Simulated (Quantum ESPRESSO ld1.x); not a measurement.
Values are calculated unless marked as measured or tabulated.
Problem. The aim is neutral aluminium in [Ne] 3s2 3p1. This ld1.x (Quantum ESPRESSO 7.5) run was made with `OMP_NUM_THREADS=1 ld1.x < ld1.in > ld1.out`. Can the result be used? Name any fault.

```
 &input
    zed=13.0,
    iswitch=1,
    rel=0,
    dft='BLYP',
    config='[Ne] 3s2 3p1',
    verbosity='high',
    beta=0.001,
    prefix='ld1',
    max_out_wfc=37,
    file_charge='ld1.rho',
 /
```

Output (excerpt):

```
     Program LD1 v.7.5 starts

     Message from routine scf:
     warning: convergence not achieved
     --------------------------- All-electron run ----------------------------

     atomic number is 13.00
     dft =BLYP   lsd =0 sic =0 latt =0  beta=0.00 tr2=1.0E-14
     Exchange-correlation= BLYP
                           (   1   3   1   3   0   0   0)
     mesh =1773 r(mesh) = 100.58978 a.u. xmin = -7.00 dx = 0.00800
     1 Ry =  13.60569312 eV

     n l     nl                  e(Ry)          e(Ha)          e(eV)
     1 0     1S 1( 2.00)    -110.897538996     -55.448769498  -1508.8378837
     2 0     2S 1( 2.00)      -7.900368471      -3.950184235   -107.4899890
     2 1     2P 1( 6.00)      -5.119411194      -2.559705597    -69.6531377
     3 0     3S 1( 2.00)      -0.559071956      -0.279535978     -7.6065615
     3 1     3P 1( 1.00)      -0.188918722      -0.094459361     -2.5703702

     final scf error:  1.1E-07 reached in 201 iterations

     Etot =    -484.752143 Ry,    -242.376072 Ha,   -6595.388905 eV

     Ekin =     484.006267 Ry,     242.003134 Ha,    6585.240743 eV
     Encl =   -1157.385347 Ry,    -578.692673 Ha,  -15747.029855 eV
     Eh   =     225.713425 Ry,     112.856713 Ha,    3070.987597 eV
     Exc  =     -37.086489 Ry,     -18.543245 Ha,    -504.587389 eV
```

Solution. No (not converged). The line at issue: beta=0.001. So little new potential is mixed in that the limit of 200 iterations comes first; the energy is off by -0.0006045 hartree. The sound input gives -242.375 hartree.
